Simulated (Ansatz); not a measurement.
Calculated with Ansatz (gas phase, PBE0-D4/def2-TZVP geometries, no zero-point term in ΔE). CCSD(T)/CBS adds triple-zeta CCSD(T) − MP2 to the extrapolated MP2 energy (def2 sets, frozen cores). This one scheme is used for every species. DFT in def2-TZVPP. Each species was taken in one conformer, which may not be the lowest.

Consider the hydrogenolysis of the Si–O bond: `O[Si](Cl)(Cl)O[SiH3]` + H₂ → `O[SiH](Cl)Cl` + `O[SiH3]`.

`O[Si](Cl)(Cl)O[SiH3]`:

```xyz
10

O     1.270    1.337    1.606
Si    0.104    1.064    0.521
Cl   -1.739    1.377    1.335
Cl    0.279    2.322   -1.073
O     0.253   -0.455    0.049
Si   -0.265   -1.691   -0.906
H     1.326    2.207    2.005
H     0.624   -2.848   -0.654
H    -0.187   -1.282   -2.329
H    -1.665   -2.032   -0.555
```

H₂:

Z-matrix (Å, degrees):
```
H
H 1 0.746
```

`O[SiH](Cl)Cl`:

```xyz
6

O    -0.428   -0.477   -1.177
Si   -0.044   -0.112    0.355
Cl   -0.738    1.738    0.870
Cl    1.979   -0.103    0.628
H    -0.111    0.084   -1.888
H    -0.658   -1.130    1.214
```

`O[SiH3]`:

Cartesian coordinates in Å:
```
O 0.813 -0.983 -0.124
Si -0.140 0.329 0.169
H 0.585 -1.545 -0.865
H -0.154 1.268 -0.986
H 0.443 0.998 1.354
H -1.547 -0.067 0.453
```

Q: Is it downhill or uphill in electronic energy at CCSD(T)/CBS, and by how much? (An estimate is asked.)

A: The calculation gave: Uphill: ΔE = +111.4 kJ/mol.

Q: What do these levels give: ωB97M-V, B2PLYP, r2SCAN, MP2/def2-TZVPP, CCSD/def2-TZVPP, HF/CBS(def2)? (Best estimate.)

A: The calculation gave: ωB97M-V 109.7, B2PLYP 104.6, r2SCAN 110.2, MP2/def2-TZVPP 114.7, CCSD/def2-TZVPP 107.3, HF/CBS(def2) 106.1 kJ/mol.

Largest T1 diagnostic among the species: 0.011.

In def2-TZVPP, CCSD(T) changes the Hartree–Fock value by +5.7 kJ/mol (the triples alone add +2.1 kJ/mol) and MP2 by +10.9 kJ/mol. From PBE to PBE0 (25 % exact exchange), in def2-TZVPP and without D4, ΔE moves by +5.0 kJ/mol. The D4 term adds +16.9 kJ/mol with B3LYP and +9.6 kJ/mol with PBE0; it sums over pairs of atoms, weighted by their polarisabilities, and B3LYP, whose exchange is more repulsive, gets the larger term.

B3LYP here is the variant with VWN-RPA as its local correlation; programs differ in this.
